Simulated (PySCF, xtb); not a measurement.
Ligands exchanged one at a time, Si Br-NH2. Isolated molecules, 0 K electronic values unless said otherwise. One relaxed conformer stands for each flexible species; it need not be the lowest. Strings in code marks are SMILES.

Quantity: redistribution energy (mixed species minus the weighted end members), in kJ/mol.

Level 1: B3LYP-D3(BJ)/def2-TZVP // PBE0-D3(BJ)/def2-TZVP (PySCF)
Level 2: PBE-D3(BJ)/def2-TZVP // PBE0-D3(BJ)/def2-TZVP (PySCF)
Level 3: B3LYP/3-21G // PBE0-D3(BJ)/def2-TZVP (PySCF)
Level 4: GFN2-xTB (xtb)

| species | level 2 | level 3 | level 4 |
|---|---|---|---|
| 3 of 4 Br replaced by NH2: `N[Si](N)(N)Br` | -19.55 | -35.64 | -42.3 |
| 1 of 4 Br replaced by NH2: `N[Si](Br)(Br)Br` | -10.26 | -17.60 | -35.62 |
| 2 of 4 Br replaced by NH2: `N[Si](N)(Br)Br` | -25.81 | -38.57 | -53.0 |

**Question.** What does level 1 give for each, and how far do the other levels lie from it on average?

**Answer.** 
- 3 of 4 Br replaced by NH2: `N[Si](N)(N)Br`: -19.98
- 1 of 4 Br replaced by NH2: `N[Si](Br)(Br)Br`: -10.88
- 2 of 4 Br replaced by NH2: `N[Si](N)(Br)Br`: -26.27
Mean absolute difference from level 1, which has limits of its own, over these rows (drawn at random from the members that have all these levels): level 2 0.50 kJ/mol, level 3 11.56 kJ/mol, level 4 24.59 kJ/mol.
